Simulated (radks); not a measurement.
Spherical quantum dot in the effective-mass picture: electrons in a hard-walled sphere of radius 1.69, with a point charge +2 (a donor) at the centre, all in effective atomic units (hartree* = m*/eps^2 hartree, bohr* = eps/m* bohr), one dielectric constant everywhere. Method: non-relativistic Kohn-Sham, LDA (Slater exchange, Perdew-Wang correlation), spin-polarised, spherical densities; computed with a radial shooting solver with Libxc functionals. Levels are named by radial order and angular momentum (1s, 1p, 1d, 2s, ...), and open shells are averaged over m.

N = 22, configuration 1s2 1p6 1d10 2s2 1f(up 2, down 0). This is the lowest configuration that the search found. Occupied and some empty levels:

| level | occupation | eigenvalue (hartree*) | <r> (bohr*) |
|---|---|---|---|
| 1s up | 1 | 17.259 | 0.9199 |
| 1s down | 1 | 17.303 | 0.9154 |
| 1p up | 3 | 18.756 | 1.089 |
| 1p down | 3 | 18.815 | 1.088 |
| 1d up | 5 | 20.662 | 1.159 |
| 1d down | 5 | 20.726 | 1.158 |
| 2s up | 1 | 21.380 | 0.7533 |
| 2s down | 1 | 21.409 | 0.7563 |
| 1f up | 2 | 23.084 | 1.207 |
| 1f down | 0 | 23.151 | 1.207 |
| 2p up | 0 | 25.769 | 0.8727 |
| 2p down | 0 | 25.801 | 0.8729 |
| 1g up | 0 | 26.000 | 1.245 |
| 1g down | 0 | 26.068 | 1.244 |
| 2d up | 0 | 29.841 | 0.9567 |
| 2d down | 0 | 29.880 | 0.9565 |

Energy (hartree*): total 249.572, kinetic 117.98, external -48.052, Hartree 200.03, exchange-correlation -20.389.
